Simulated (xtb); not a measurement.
BF2Br, SMILES FB(Br)F. All values are semi-empirical tight-binding results from xtb (GFN2-xTB unless named), good for trends rather than for accurate numbers. Geometry optimised at GFN2-xTB.

Computed properties:
```
Quantity                                          Result
----------------------------------------  --------------
point group as xtb finds it                          C2v
orbital gap                                      5.13 eV
zero-point energy                           5.9 kcal/mol
G − E(el) at 298.15 K (modified RRHO)     -11.5 kcal/mol
static polarisability (D4 model)              39.3 bohr³
solvation energy, GFN2-xTB/ALPB(water)      0.4 kcal/mol
solvation energy, GFN2-xTB/ALPB(benzene)   -2.0 kcal/mol
```
